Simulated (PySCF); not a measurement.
**Which determinant of PbF lies lowest?**

Unrestricted PBE0; Pb aug-cc-pVDZ-PP with ECP60, F aug-cc-pVDZ; scalar-relativistic core potentials (PySCF 2.14). Outer shells of the fragments: Pb 5d10 6s2 6p2; F 2s2 2p5.

Followed along the bond (rough minima from three points):

```csv
2Ms+1,unpaired,⟨S²⟩ at the start,R at minimum (Å),Te (eV)
2,π ↑,0.75,2.08,0.00
4,"σ ↑, π ↑↑",3.76,none in the scan,≤ 4.56
```

Solutions found at the starting distance of 2.010 Å, counted from the lowest of them; the search is not exhaustive and high or unbound solutions are not listed, so other states can lie among these:

```json
{"2Ms+1": "2", "unpaired": "π ↑", "term": "²Π", "E (eV)": "0.00", "⟨S²⟩": "0.75", "⟨Lz²⟩": "1.00", "μ (D)": "-3.29"}
{"2Ms+1": "2", "unpaired": "σ ↑", "term": "²Σ⁺", "E (eV)": "2.24", "⟨S²⟩": "0.75", "⟨Lz²⟩": "0.00", "μ (D)": "-1.43"}
{"2Ms+1": "4", "unpaired": "σ ↑, π ↑↑", "term": "⁴Σ⁻", "E (eV)": "4.69", "⟨S²⟩": "3.76", "⟨Lz²⟩": "0.00", "μ (D)": "-1.21"}
{"2Ms+1": "2", "unpaired": "σ ↓, π ↑↑", "term": "mixed", "E (eV)": "5.31", "⟨S²⟩": "1.76", "⟨Lz²⟩": "0.00", "μ (D)": "-0.44"}
{"2Ms+1": "2", "unpaired": "σ ↑, π ↑↓", "term": "mixed", "E (eV)": "5.34", "⟨S²⟩": "1.76", "⟨Lz²⟩": "2.01", "μ (D)": "-0.75"}
{"2Ms+1": "4", "unpaired": "π ↑↑↑", "term": "⁴Π", "E (eV)": "6.18", "⟨S²⟩": "3.75", "⟨Lz²⟩": "1.00", "μ (D)": "1.88"}
```

A term symbol is given only where ⟨S²⟩ and ⟨Lz²⟩ are close to those of a pure state; real π, δ and φ orbitals otherwise mix terms. A positive dipole means Pb(−)F(+).

Spin–orbit coupling is left out, which matters for elements this heavy, above all for dissociation energies. Counting both spins, an empty level lies below a filled one in some of these solutions, because spin and occupation are held.
